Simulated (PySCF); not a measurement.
**Static response to an electric field**

Compound: C6H10OSi.
SMILES with atom numbers: `[CH3:1][CH2:2][CH2:3][Si@@H:4]1[CH:5]=[CH:6][C:7]1=[O:8]` (hydrogens: H9, H10, H11 on C1; H12, H13 on C2; H14, H15 on C3; H16 on Si4; H17 on C5; H18 on C6)

Structure used (GFN2-xTB), in Å, numbered top down from 1:
```xyz
18
C6H10OSi angstrom
C     -2.1387   -0.2424   -0.7730
C     -1.8906   -0.3974    0.7207
C     -0.5918    0.2787    1.1624
Si     0.9642   -0.4968    0.3943
C      2.5828    0.5025    0.5252
C      2.7467    0.7109   -0.7919
C      1.5729    0.0385   -1.3849
O      1.2348   -0.0804   -2.5358
H     -1.3415   -0.7064   -1.3486
H     -2.1826    0.8102   -1.0437
H     -3.0810   -0.7074   -1.0542
H     -2.7271    0.0433    1.2701
H     -1.8535   -1.4587    0.9766
H     -0.6434    1.3413    0.9145
H     -0.5143    0.2162    2.2501
H      1.0770   -1.9216    0.7209
H      3.2468    0.8427    1.3037
H      3.5306    1.2330   -1.3180
```

Level: CAM-B3LYP/def2-SVPD (PySCF), static field, nuclei fixed, core orbitals frozen in the response. The polarisability tensor in these axes (au):

```
x   106.32   9.41  -3.19
y     9.41  78.69  -2.40
z    -3.19  -2.40 105.12
```

Problem. Diagonalise the tensor; give its mean and Δα, where Δα² is half the sum of the squared differences of the eigenvalues.

Solution. Principal values 75.73, 102.94 and 111.46 au; mean 96.71 au = 14.33 Å³ = 15.95 × 10⁻⁴⁰ C²·m²/J; Δα = 32.33 au (33 % of the mean).

Problem. What is the dipole moment, and where does it point?

Solution. (0.17, 0.63, 3.58) D, 3.63 D in size, pointing from the negative to the positive side. Measured along this direction, the outermost atoms are O8 at the negative end and H15 at the positive end.

Problem. Sum over states: ᾱ = Σ f/ω², ω in Eh. What share falls to these 8 lowest TDDFT singlets (eV, f)? 3.20, 0.0009; 5.47, 0.0034; 5.83, 0.0102; 5.91, 0.0209; 6.27, 0.1340; 6.71, 0.0227; 7.07, 0.0169; 7.25, 0.0322.

Solution. They add up to 4.42 au, 4.6 % of the 96.71 au; the largest single term is 2.53 au, from the state at 6.27 eV. Terms in order: 0.07, 0.08, 0.22, 0.44, 2.53, 0.37, 0.25, 0.45 au. Higher excitations give the rest. The strengths listed sum to 0.241.

Problem. What are the principal values of the traceless quadrupole moment, Θ = ½Σq(3rr − r²1), about the centre of nuclear charge?

Solution. -10.62, 0.79, 9.82 D·Å. The values depend on the origin, since the dipole doesn't vanish. The electronic extent ⟨r²⟩ about the same centre is 1314 bohr², a root-mean-square distance of 2.33 Å for the 68 electrons.

Problem. Along which axes do the principal values lie, and how far do the nuclei extend along each?

Solution. Largest value along (0.81, 0.27, -0.51), where the nuclei span 6.75 Å; middle along (0.50, 0.11, 0.86), 5.38 Å; least along (-0.29, 0.96, 0.05), 3.63 Å. The response follows the extents in order.

Problem. What depolarisation ratio follows for Rayleigh scattering of linearly polarised light, taking the static tensor?

Solution. ρ = 3Δα²/(45ᾱ² + 4Δα²) = 3135.3/(420873 + 4180.4) = 0.00738.

One conformer (not necessarily the lowest) at the GFN2-xTB geometry, without solvent, vibrations or thermal averaging.

These values come from a run that also computed excited states. On Arm Neoverse N1, one thread (shared host), this took 2.3 min (with the writing of density and orbital grids) and 1.2 GiB of memory at its peak.
